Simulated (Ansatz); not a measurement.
```yaml
crystal:
  periodic: [false, false, false]
  atoms:
    - {symbol: W, position_ang: [-0.289978, -1.956556, 0.180296]}
    - {symbol: W, position_ang: [1.084456, 1.416344, -0.881664]}
    - {symbol: W, position_ang: [-1.081986, 0.799835, 1.134030]}
    - {symbol: S, position_ang: [1.255067, 0.072396, -2.633748]}
    - {symbol: S, position_ang: [0.380937, -2.194117, -1.918628]}
    - {symbol: S, position_ang: [-1.674308, 1.602650, 3.005864]}
    - {symbol: S, position_ang: [1.121144, -0.160703, 0.935922]}
    - {symbol: S, position_ang: [-2.379728, -1.006848, 0.505611]}
    - {symbol: S, position_ang: [-0.085247, -3.825158, 1.167050]}
    - {symbol: S, position_ang: [2.652447, 2.844963, -0.970788]}
    - {symbol: S, position_ang: [-0.982792, 2.407191, -0.523946]}
basis:
  gaussian: {orbitals: def2-TZVP, initial_orbitals: start.molden}
magnetization: {spin_polarized: true, initial_magnetization: 4}
hamiltonian: {xc: pbe0, dispersion: d4}
scf: {omitted_lower_state_checks: [starts]}
output: {orbitals: {seedname: orbitals}}
```

The file start.molden holds the orbitals of an earlier run on this structure, at another level or in another basis.

```sh
$ ansatz run in.yaml --threads 4 --pin off --events-out ev --progress --plain --max-ram 6963MiB
```

(1) Does this run fit into the memory that it is given?

## Answers

(1) No. It has 416 basis functions, and Ansatz plans for 7.47 GiB where 6.79 GiB are given.
